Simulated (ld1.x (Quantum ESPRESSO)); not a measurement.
# Cutoff test, aluminium (Al), PAW

* Element: Al (Z = 13)
* Generator: ld1.x (Quantum ESPRESSO) 7.5
* Type: PAW
* Functional: LDA (PZ)
* Relativity: scalar-relativistic
* Frozen core: [Ne]
* Valence charge: 3
* Reference configuration: 3s2 3p1
* Partial waves: 3s (bound): rcut 2.20, rcutus 2.35 bohr; 3s channel at 4.3 Ry: rcut 2.20, rcutus 2.35 bohr; 3p (bound): rcut 2.35, rcutus 3.00 bohr; 3p channel at 1.55 Ry: rcut 2.35, rcutus 3.00 bohr
* Local potential: all-electron potential smoothed inside 1.80 bohr (lloc = -1)
* Core correction: a·sin(br)/r model core, default radius (core density twice the valence density)
* Augmentation charge: PSQ, inside the norm-conserving radii

The pseudo-atom Hamiltonian at the reference potential is diagonalised in spherical Bessel functions j_l(qr) that vanish at 20 bohr, with q² up to the cutoff. All-electron valence levels (Ry): 3s -0.5759, 3p -0.2050.

How do the lowest levels (Ry) of each channel move with the cutoff, and are there ghosts?

| cutoff (Ry) | s #1 | s #2 | p #1 | d #1 | d #2 | f #1 | f #2 | Σ f·Δε (mRy) |
| --- | --- | --- | --- | --- | --- | --- | --- | --- |
| 8 | -0.5758 | -0.0223 | -0.2049 | 0.0471 | 0.1247 | 0.1041 | 0.2262 | 0.3 |
| 10 | -0.5759 | -0.0224 | -0.2050 | 0.0471 | 0.1246 | 0.1041 | 0.2262 | 0.2 |
| 400 | -0.5759 | -0.0224 | -0.2050 | 0.0471 | 0.1244 | 0.1041 | 0.2262 | 0.0 |

Result: no extra level below or beside the all-electron valence levels (s, p, d, f tested); 10 mRy is reached at 6 Ry and 1 mRy at 6 Ry.

Test run stopped at test 2 of 9 (negative rho).
